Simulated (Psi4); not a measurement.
Internal rotation in SMILES ClB(Cl)B(Cl)Cl, singlet. Scanned: dihedral Cl1–B2–B4–Cl5; all other coordinates were relaxed at GFN2-xTB. Points at φ and −φ are mirror images.

Geometry of the scan point at 180° (Å):
```
6

Cl     1.6076     1.1815     1.1709
B      0.8628     0.0732     0.0872
Cl     1.9135    -0.8993    -0.8657
B     -0.8352    -0.0553    -0.0367
Cl    -1.5800    -1.1636    -1.1204
Cl    -1.8860     0.9173     0.9160
```

Computed with Psi4 with DF-MP2 (frozen core)/cc-pVTZ // GFN2-xTB.

Scanned values (°): -150, -120, -90, -60, -30, 0, 30, 60, 90, 120, 150, 180.

### Question
Describe the profile: where are the wells and the tops?

### Answer
Lower than their neighbours: -90° (0.0 kcal/mol), 90° (0.0 kcal/mol). Higher than their neighbours: 0° (1.7 kcal/mol), 180° (1.6 kcal/mol). The whole profile spans 1.7 kcal/mol.
